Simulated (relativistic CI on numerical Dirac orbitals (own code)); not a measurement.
**Energy levels of Tc18+**

These numbers are calculated, not measured: Dirac-Coulomb-Breit CI, KLI orbitals optimised for each configuration, model QED, unscaled Slater integrals (own radial code, finite nucleus).

CI space (outside the closed core [Ne]): 3s2 3p6 3d7, 3s2 3p5 3d8, 3s2 3p4 3d9, 3s 3p6 3d8, 3p6 3d9, 3s2 3p6 3d6 4s, 3s 3p5 3d9, 3s2 3p6 3d6 4p, 3s2 3p6 3d6 4d, 3s2 3p6 3d6 4f, 3s2 3p6 3d5 4s2, 3s2 3p5 3d7 4s, 3s2 3p4 3d8 4s, 3s2 3p6 3d5 4s 4p, 3s2 3p4 3d8 4p, 3s2 3p5 3d7 4p, 3s2 3p6 3d6 5s, 3s2 3p6 3d5 4p2, 3s2 3p6 3d6 5p, 3s2 3p6 3d5 4s 4d, 3s2 3p4 3d8 4d, 3s 3p5 3d8 4s, 3s2 3p6 3d6 5d, 3s2 3p6 3d5 4p 4d, 3s 3p6 3d7 4s, 3s2 3p6 3d6 5f, 3s 3p5 3d8 4p, 3s2 3p5 3d6 4s2, 3s2 3p6 3d6 5g, 3s2 3p6 3d6 6s, 3s 3p6 3d7 4p, 3s2 3p6 3d6 6p, 3p6 3d8 4s, 3s2 3p6 3d6 6d. Levels of other configurations are missing.

| No. | Configuration | Term | J | E (cm⁻¹) | % | jj configuration (%) |
| --- | --- | --- | --- | --- | --- | --- |
| 41 | 3p5 3d8(3F) | 4D° | 5/2 | 1457654 | 46 | 3p3/2^3 3d5/2^4 (66) |
| 42 | 3p5 3d8(3F) | 4G° | 5/2 | 1463110 | 28 | 3p3/2^3 3d3/2^3 3d5/2^5 (41) |
| 43 | 3p5 3d8(3P) | 4D° | 3/2 | 1474311 | 32 | 3p3/2^3 3d3/2^3 3d5/2^5 (67) |
| 44 | 3p5 3d8(1G) | 2F° | 5/2 | 1492011 | 55 | 3p3/2^3 3d3/2^3 3d5/2^5 (45) |
| 45 | 3p5 3d8(3F) | 4D° | 7/2 | 1492866 | 36 | 3p3/2^3 3d5/2^4 (39) |
| 46 | 3p5 3d8(3P) | 4D° | 1/2 | 1496484 | 45 | 3p3/2^3 3d3/2^2 3d5/2^6 (39) |
| 47 | 3p5 3d8(1D) | 2P° | 3/2 | 1507563 | 31 | 3p3/2^3 3d5/2^4 (45) |
| 48 | 3p5 3d8(1S) | 2P° | 3/2 | 1542002 | 47 | 3p1/2 3p3/2^4 3d3/2^3 3d5/2^5 (50) |
| 49 | 3p5 3d8(1G) | 2F° | 5/2 | 1547202 | 60 | 3p1/2 3p3/2^4 3d3/2^3 3d5/2^5 (35) |
| 50 | 3p5 3d8(3P) | 4P° | 1/2 | 1557618 | 52 | 3p1/2 3p3/2^4 3d3/2^3 3d5/2^5 (97) |
| 51 | 3p5 3d8(3F) | 2D° | 5/2 | 1569472 | 43 | 3p1/2 3p3/2^4 3d3/2^3 3d5/2^5 (40) |
| 52 | 3p5 3d8(1S) | 2P° | 3/2 | 1575215 | 35 | 3p1/2 3p3/2^4 3d3/2^3 3d5/2^5 (54) |
| 53 | 3p5 3d8(1G) | 2H° | 9/2 | 1587645 | 72 | 3p1/2 3p3/2^4 3d3/2^3 3d5/2^5 (94) |
| 54 | 3p5 3d8(3F) | 2F° | 7/2 | 1590237 | 69 | 3p1/2 3p3/2^4 3d5/2^4 (58) |
| 55 | 3p5 3d8(3F) | 2G° | 7/2 | 1614181 | 48 | 3p1/2 3p3/2^4 3d3/2^3 3d5/2^5 (44) |
| 56 | 3p5 3d8(1D) | 2D° | 3/2 | 1657995 | 60 | 3p1/2 3p3/2^4 3d5/2^4 (43) |
| 57 | 3p5 3d8(1D) | 2F° | 5/2 | 1664821 | 76 | 3p1/2 3p3/2^4 3d5/2^4 (54) |
| 58 | 3p5 3d8(3P) | 2P° | 1/2 | 1673397 | 78 | 3p1/2 3p3/2^4 3d3/2^2 3d5/2^6 (76) |
| 59 | 3p5 3d8(3F) | 2G° | 9/2 | 1681775 | 90 | 3p1/2 3p3/2^4 3d5/2^4 (68) |
| 60 | 3p5 3d8(3F) | 2D° | 3/2 | 1699092 | 70 | 3p1/2 3p3/2^4 3d3/2^2 3d5/2^6 (54) |
| 61 | 3p5 3d8(3F) | 2G° | 7/2 | 1719807 | 51 | 3p1/2 3p3/2^4 3d3/2^3 3d5/2^5 (79) |
| 62 | 3p5 3d8(3P) | 2D° | 5/2 | 1723863 | 84 | 3p1/2 3p3/2^4 3d3/2^3 3d5/2^5 (51) |
| 63 | 3p5 3d8(3P) | 2P° | 3/2 | 1761385 | 71 | 3p1/2 3p3/2^4 3d3/2^3 3d5/2^5 (68) |
| 64 | 3p5 3d8(1S) | 2P° | 1/2 | 1766037 | 99 | 3p1/2 3p3/2^4 3d5/2^4 (72) |
| 65 | 3s 3d8(3F) | 4F | 9/2 | 2291250 | 98 | 3s 3d5/2^4 (88) |
| 66 | 3s 3d8(3F) | 4F | 7/2 | 2309905 | 94 | 3s 3d3/2^3 3d5/2^5 (58) |
| 67 | 3s 3d8(3F) | 4F | 5/2 | 2324548 | 91 | 3s 3d3/2^3 3d5/2^5 (68) |
| 68 | 3s 3d8(3F) | 4F | 3/2 | 2331207 | 83 | 3s 3d3/2^3 3d5/2^5 (34) |
| 69 | 3s 3d8(3P) | 4P | 5/2 | 2348817 | 67 | 3s 3d5/2^4 (76) |
| 70 | 3s 3d8(3F) | 2F | 7/2 | 2359214 | 76 | 3s 3d5/2^4 (44) |
| 71 | 3s 3d8(3P) | 4P | 3/2 | 2367817 | 79 | 3s 3d3/2^3 3d5/2^5 (66) |
| 72 | 3s 3d8(3P) | 4P | 1/2 | 2373338 | 96 | 3s 3d5/2^4 (43) |
| 73 | 3s 3d8(3F) | 2F | 5/2 | 2380596 | 39 | 3s 3d3/2^3 3d5/2^5 (90) |
| 74 | 3s 3d8(1D) | 2D | 3/2 | 2388153 | 60 | 3s 3d3/2^2 3d5/2^6 (45) |
| 75 | 3s 3d8(1G) | 2G | 9/2 | 2402687 | 93 | 3s 3d3/2^3 3d5/2^5 (83) |
| 76 | 3s 3d8(1G) | 2G | 7/2 | 2407010 | 89 | 3s 3d3/2^3 3d5/2^5 (89) |
| 77 | 3s 3d8(3F) | 2F | 5/2 | 2407437 | 44 | 3s 3d3/2^2 3d5/2^6 (78) |
| 78 | 3d6(5D) 4s | 6D | 9/2 | 2423629 | 91 | 3d3/2^3 3d5/2^3 4s (43) |
| 79 | 3s 3d8(3P) | 2P | 1/2 | 2434094 | 80 | 3s 3d3/2^3 3d5/2^5 (58) |
| 80 | 3s 3d8(3P) | 2P | 3/2 | 2435210 | 78 | 3s 3d3/2^3 3d5/2^5 (61) |
| 81 | 3d6(5D) 4s | 6D | 7/2 | 2437811 | 82 | 3d3/2^3 3d5/2^3 4s (56) |
| 82 | 3d6(5D) 4s | 6D | 5/2 | 2444836 | 85 | 3d3/2^2 3d5/2^4 4s (36) |
| 83 | 3d6(5D) 4s | 6D | 3/2 | 2450591 | 84 | 3d3/2^3 3d5/2^3 4s (45) |
| 84 | 3d6(5D) 4s | 6D | 1/2 | 2454518 | 88 | 3d3/2^2 3d5/2^4 4s (40) |
| 85 | 3d6(5D) 4s | 4D | 7/2 | 2454646 | 77 | 3d3/2^3 3d5/2^3 4s (48) |
| 86 | 3d6(5D) 4s | 4D | 5/2 | 2468857 | 85 | 3d3/2^3 3d5/2^3 4s (60) |
| 87 | 3d6(5D) 4s | 4D | 3/2 | 2474364 | 75 | 3d3/2^3 3d5/2^3 4s (39) |
| 88 | 3d6(5D) 4s | 4D | 1/2 | 2480778 | 85 | 3d3/2^3 3d5/2^3 4s (48) |
| 89 | 3d6(3F) 4s | 4F | 9/2 | 2500792 | 33 | 3d5/2^2 4s (50) |
| 90 | 3d6(3H) 4s | 4H | 7/2 | 2504033 | 32 | 3d3/2^3 3d5/2^3 4s (51) |
| 91 | 3d6(3P) 4s | 4P | 5/2 | 2505075 | 69 | 3d3/2^2 3d5/2^4 4s (56) |
| 92 | 3d6(3H) 4s | 4H | 13/2 | 2511237 | 91 | 3d3/2^3 3d5/2^3 4s (85) |
| 93 | 3d6(3H) 4s | 4H | 11/2 | 2511469 | 64 | 3d3/2^3 3d5/2^3 4s (93) |
| 94 | 3d6(3P) 4s | 2P | 3/2 | 2516229 | 38 | 3d3/2^2 3d5/2^4 4s (52) |
| 95 | 3s 3d8(1S) | 2S | 1/2 | 2516795 | 81 | 3s 3d3/2^2 3d5/2^6 (62) |
| 96 | 3d6(3H) 4s | 4H | 9/2 | 2519773 | 44 | 3d3/2^3 3d5/2^3 4s (76) |
| 97 | 3d6(3F) 4s | 4F | 5/2 | 2523415 | 70 | 3d3/2^3 3d5/2^3 4s (65) |
| 98 | 3d6(3H) 4s | 2H | 11/2 | 2523762 | 62 | 3d3/2^3 3d5/2^3 4s (91) |
| 99 | 3d6(3F) 4s | 4F | 7/2 | 2525626 | 55 | 3d3/2^3 3d5/2^3 4s (63) |
| 100 | 3d6(3F) 4s | 4F | 3/2 | 2525829 | 83 | 3d3/2^3 3d5/2^3 4s (65) |
| 101 | 3d6(3F) 4s | 2F | 5/2 | 2535800 | 54 | 3d3/2^3 3d5/2^3 4s (68) |
| 102 | 3d6(3H) 4s | 2H | 9/2 | 2538745 | 41 | 3d3/2^2 3d5/2^4 4s (67) |
| 103 | 3d6(3F) 4s | 2F | 7/2 | 2539940 | 45 | 3d3/2^2 3d5/2^4 4s (77) |
| 104 | 3d6(3P) 4s | 4P | 1/2 | 2540754 | 46 | 3d3/2^3 3d5/2^3 4s (42) |
| 105 | 3d6(3G) 4s | 4G | 11/2 | 2547908 | 46 | 3d3/2^2 3d5/2^4 4s (94) |
| 106 | 3d6(3G) 4s | 4G | 9/2 | 2548294 | 63 | 3d3/2^2 3d5/2^4 4s (64) |
| 107 | 3d6(3P) 4s | 4P | 3/2 | 2550422 | 35 | 3d3/2 3d5/2^5 4s (48) |
| 108 | 3d6(3G) 4s | 4G | 7/2 | 2551741 | 66 | 3d3/2^2 3d5/2^4 4s (52) |
| 109 | 3d6(3D) 4s | 4D | 1/2 | 2552774 | 66 | 3d3/2^3 3d5/2^3 4s (55) |
| 110 | 3d6(3D) 4s | 4D | 5/2 | 2555423 | 68 | 3d3/2^2 3d5/2^4 4s (57) |

Energies count from the lowest computed level; ° marks odd parity. Percentages are summed over parent terms; the parents shown are those of the largest component, closed shells are left out there. Filled j subshells are mostly left out of the jj labels.

The mean weight of the leading LS term, summed over parents, in these 70 levels is 65 %, and that of the leading jj configuration (from the same eigenvectors) 60 %.

At this charge energies of transitions that change n are usually good to better than 1 %, and those within a shell (Δn = 0) to a few per cent. Terms inside the open d or f shell come out 10 to 20 % too wide with unscaled integrals.

LS names give the leading component of a level, which can be under half, so a name can repeat, a term be missing and a line seem to break the LS rules.
